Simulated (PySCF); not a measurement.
# Cadmium: a sound run and one with changed settings

Sound run: Cd²⁺ [Kr] 4d10, Cd³⁺ [Kr] 4d9. Computed with PySCF 2.14 in def2-TZVP with the def2 core potential (28 electrons), with scalar relativity through the core potential. In the sound run the correlated levels freeze 4s2 4p6 outside the core potential. The sound run starts from symmetry-adapted Hartree-Fock orbitals and uses a fine grid where one is needed.

Changed run: initial guess minao, at most 50 SCF cycles, level shift 0.1 hartree.

```tsv
species	method	sound run (hartree)	changed run (hartree)	converged
Cd²⁺	UHF	-166.04146	-166.04146	yes
Cd²⁺	BP86	-166.90981	-166.90981	yes
Cd²⁺	LDA	-166.49043	-166.49043	yes
Cd²⁺	MP2	-166.30094	-166.29326	yes
Cd³⁺	UHF	-164.71797	-164.71797	yes
Cd³⁺	BP86	-165.52256	-165.52082	no
Cd³⁺	LDA	-165.09101	-165.08513	no
Cd³⁺	MP2	-164.92456	-164.91878	yes
```

Ionisation energy of Cd²⁺:

| method | sound run (eV) | changed run (eV) |
| --- | --- | --- |
| UHF | 36.014 | 36.014 |
| MP2 | 37.453 | 37.401 |
| SCS-MP2 | 37.292 | 37.245 |

A level shift leaves the converged SCF energy unchanged but raises the virtual orbital energies, which shrinks MP2 if it is not removed.

For comparison, NIST gives 37.468 ± 0.006 eV between the lowest levels.
